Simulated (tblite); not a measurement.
Compound: C₄H₁₃B₂N.
Atom-mapped SMILES: `[BH2:1][B@-:2]1([CH3:3])[CH2:4][CH2:5][N@@H+:6]1[CH3:7]` (hydrogens: H8, H9 on B1; H10, H11, H12 on C3; H13, H14 on C4; H15, H16 on C5; H17 on N6; H18, H19, H20 on C7)

Computed with GFN2-xTB (tblite), gas phase: L-BFGS steps from a force-field or distance-geometry start until the largest atomic force falls under 0.01 eV/Å.

Geometry at step 27:
```
atom  x, y, z in Å
B1     -2.0076    0.2673   -0.0706
B2     -0.5570   -0.2826    0.5266
C3     -0.3807   -1.8091    1.0749
C4      0.1777    0.9540    1.3886
C5      0.8921    1.3155    0.0920
N6      0.7404   -0.0078   -0.5230
C7      0.7710   -0.0762   -1.9757
H8     -2.0833    0.9573   -1.0253
H9     -3.0292    0.1018    0.4854
H10     0.0038   -1.8634    2.0916
H11     0.3085   -2.3698    0.4420
H12    -1.3169   -2.3607    1.0543
H13     0.8716    0.6301    2.1679
H14    -0.4352    1.7492    1.8113
H15     0.3231    2.0376   -0.4919
H16     1.9329    1.6577    0.1459
H17     1.4590   -0.6063   -0.1342
H18    -0.2273    0.0994   -2.3675
H19     1.1011   -1.0568   -2.3083
H20     1.4510    0.6737   -2.3871
```

Question: Give the atomic forces at this geometry.

Answer: 
```tsv
atom	Fx (eV/Å)	Fy (eV/Å)	Fz (eV/Å)
B1	0.002	0.039	-0.017
B2	-0.004	0.086	0.047
C3	-0.007	0.062	-0.035
C4	-0.159	-0.162	0.023
C5	-0.013	0.093	0.128
N6	0.216	0.094	-0.001
C7	-0.013	0.000	-0.041
H8	-0.081	-0.037	-0.024
H9	0.016	0.016	0.004
H10	-0.013	0.003	-0.005
H11	0.021	-0.082	0.042
H12	-0.018	-0.002	0.090
H13	-0.023	-0.007	-0.123
H14	0.058	-0.031	-0.118
H15	-0.065	0.021	0.039
H16	0.025	-0.030	0.045
H17	0.141	-0.047	-0.035
H18	-0.071	0.082	0.002
H19	-0.033	-0.088	-0.012
H20	0.020	-0.010	-0.007
```

The largest, 0.24 eV/Å, acts on N6; the rms over all components is 0.067 eV/Å. The forces sum to zero within rounding, as they must for an isolated molecule in no field.

Question: Give the force on N6 in Eh/bohr and in nN.

Answer: 0.236 eV/Å ÷ 51.422 = 0.00458 Eh/bohr, and 0.236 eV/Å × 1.602 = 0.38 nN.

Question: How far is this geometry from the end of the optimisation?

Answer: 0.153 eV above it, and 0.451 Å rms away after alignment. The bonds farthest from their final lengths, with half the difference of the two atoms' forces along the bond (positive lengthens):

```tsv
bond	now (Å)	final (Å)	force along bond (eV/Å)
B2–C4	1.677	1.655	-0.13
B2–N6	1.691	1.708	+0.10
C5–N6	1.467	1.473	+0.01
B2–C3	1.632	1.628	0.00
C4–H13	1.093	1.089	-0.03
C3–H10	1.088	1.091	+0.01
```

The angle farthest from its final value is B1–B2–C4, 108.8° against 116.8°.

Of the 2 listed bonds off by 0.010 Å or more, this force points towards the final length in 2.

The cost below is that of the whole relaxation. On an Arm Neoverse N1 with one thread, shared host with 64 logical CPUs at a one-minute load of 58, this took 1.3 s.
